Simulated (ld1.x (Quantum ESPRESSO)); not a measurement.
**Varying the TM potential for Cl (Z = 17)**

Base potential:

Cl, norm-conserving Troullier–Martins (Kleinman–Bylander form), made with ld1.x (Quantum ESPRESSO) 7.5 (PW91, non-relativistic). Core [He], reference 2s2 2p6 3s1.5 3p5.5. Waves: 2p (bound): rc 0.40 bohr; 3d channel at 0.1 Ry: rc 0.55 bohr; 2s (bound): rc 0.60 bohr. Local part: the s channel. Core correction: Bessel-smoothed model core inside 0.30 bohr.

Occupied shells without a wave of their own: 3p, 3s. They enter only through the test configuration that unscreens the potential, and ld1.x also counts them in the model core charge.

All-electron outer shells of the reference configuration (PW91, non-relativistic, ld1.x):

| shell | level (eV) | outermost node (bohr) | outermost maximum (bohr) |
| --- | --- | --- | --- |
| 1s | -2742.18 | – | 0.06 |
| 2s | -251.74 | 0.12 | 0.36 |
| 2p | -192.45 | – | 0.30 |
| 3s | -20.90 | 0.56 | 1.29 |
| 3p | -8.93 | 0.53 | 1.43 |

Cutoffs, loose and tight: the cutoffs (Ry, on a coarse ladder) from which the occupation-weighted sum of valence levels, in a spherical-Bessel basis at the reference potential, stays within 10 and 1 mRy of its value at 400 Ry. They do not see the model core or the augmentation charge, which bear on the density cutoff. Test errors are all-electron minus pseudo excitation energies from the reference, over the configurations 2s2 2p6 3s2 3p5; 2s2 2p6 3s2 3p4; 2s2 2p6 3s2 3p3; 2s2 2p6 3s2 3p1; 2s2 2p6 3s2 3p4.5; 2s2 2p6 3s2 3p2; 2s1 2p6 3s2 3p5. A dash means not determined; rows that change the core or the reference have their own tests.

With those shells counted twice in exchange and correlation these files are broken, and their errors move erratically; no question is asked of them.

Cutoffs are not given where the Bessel-basis levels miss the radial ones by over 6 mRy, ghosts where they miss by over 20 mRy; a channel whose overlap is not positive is not tested.

| change | outcome | cutoff, loose | cutoff, tight | bound ghosts | largest test error (meV) |
| --- | --- | --- | --- | --- | --- |
| base | generated, misses its reference levels by 0.78 eV | – | – | not determined | -3903 |
| wave 2s (bound): rc 0.60 bohr becomes 2s (bound): rc 0.62 bohr | generated, misses its reference levels by 0.87 eV | – | – | not determined | -4140 |
| wave 2p (bound): rc 0.40 bohr becomes 2p (bound): rc 0.34 bohr | generated, misses its reference levels by 0.78 eV | – | – | not determined | -4001 |
| local potential all-electron potential smoothed inside 0.40 bohr (lloc = -1) | generated, misses its reference levels by 0.38 eV | – | – | not determined | -1814 |
| scalar-relativistic | generated, misses its reference levels by 0.78 eV | – | – | not determined | -3831 |
| wave 3d channel at 0.1 Ry: rc 0.55 bohr becomes 3d channel at 5.73 Ry: rc 0.55 bohr | generated, misses its reference levels by 0.78 eV | – | – | not determined | -3903 |
| wave 3d channel at 0.1 Ry: rc 0.55 bohr becomes 3d channel at 0.1 Ry: rc 0.58 bohr | generated, misses its reference levels by 0.78 eV | – | – | not determined | -3903 |
| functional revPBE | generated, misses its reference levels by 0.77 eV | – | – | not determined | -3954 |
| core [Ne], valence charge 7; reference 3s1.5 3p5.5; waves now 3p (bound): rc 1.15 bohr; 3d channel at 0.1 Ry: rc 1.25 bohr; 3s (bound): rc 0.95 bohr; core correction Bessel-smoothed model core inside 0.55 bohr | generated | 120 Ry | 260 Ry | none | +260 |
| core correction Bessel-smoothed model core inside 0.24 bohr | generated, misses its reference levels by 0.78 eV | – | – | not determined | -3903 |
